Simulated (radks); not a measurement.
The numbers below are computed, except where a source is named.
Question: Pm58+, configuration [He] 2s1. Code: a radial shooting solver on a logarithmic mesh with Libxc functionals. Model: non-relativistic Kohn-Sham, TPSS, spin-polarised, spherical densities, point nucleus; open shells are filled with parallel spins first (spin-orbit coupling, left out, can overturn this in heavy ions); meta-GGA in the generalised Kohn-Sham scheme; relativity is left out, which matters for an element this heavy. Some entries of the table are withheld. Estimate them.

orbital  occ.  eigenvalue (Ry)  <r> (bohr)
1s up       1              (1)     0.02476
1s down     1              (2)     0.02476
2s up       1        -875.9495      0.1004

Answer: 
(1) 1s up eigenvalue (Ry): -3595.127
(2) 1s down eigenvalue (Ry): -3593.919
